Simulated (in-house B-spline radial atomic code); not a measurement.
# Ionising Co⁸⁺ with different functionals

Computed with an all-electron radial atomic-structure program (B-spline basis): scalar-relativistic (spin-free X2C) Hamiltonian, Fermi nucleus of rms radius 3.7875 fm, spin-polarised at highest spin, spherical fractional occupations for the functionals, and exact exchange of hybrids averaged over the configuration. The ionisation energy is the difference of two self-consistent energies, [Ar] 3d1 → [Ne] 3s2 3p6, without Breit or QED terms; ε is the level of the shell that loses the electron (its least bound occupied spin orbital).

```csv
method,rung,ΔSCF (eV),-ε(3d) (eV)
PBE0,global hybrid,186.17,175.39
B3LYP,global hybrid,186.35,174.75
TPSSh,global hybrid,185.87,172.73
BHandHLYP,global hybrid,186.13,179.37
r2SCAN0,global hybrid,?,?
B97-1,global hybrid,186.17,174.74
HSE06,range-separated hybrid,186.11,174.89
wB97X,range-separated hybrid,185.91,177.36
CAM-B3LYP,range-separated hybrid,?,?
LC-wPBE,range-separated hybrid,186.19,177.14
```

**Question.** What does CAM-B3LYP give?

**Answer.** ΔSCF 186.29 eV, and -ε(3d) = 176.76 eV.

**Question.** What does r2SCAN0 give?

**Answer.** ΔSCF 185.63 eV, and -ε(3d) = 175.08 eV.

**Question.** Among the functionals, which spreads more, the ΔSCF values or the orbital energies?

**Answer.** The orbital energies: ΔSCF values span about 0.72 eV and the orbital energies 6.64 eV; here energy differences depend much less on the functional than eigenvalues do.

**Question.** How do they compare with the NIST value?

**Answer.** NIST lists 186.1 eV ± 0.25 (measured, ground level to ground level). Errors run from -0.51 to +0.21 eV; BHandHLYP is closest (-0.01 eV), though others lie within the uncertainty of it, and part of that can be cancellation, since the calculations leave out spin-orbit coupling, Breit-QED terms, multiplet and fine-structure energies.
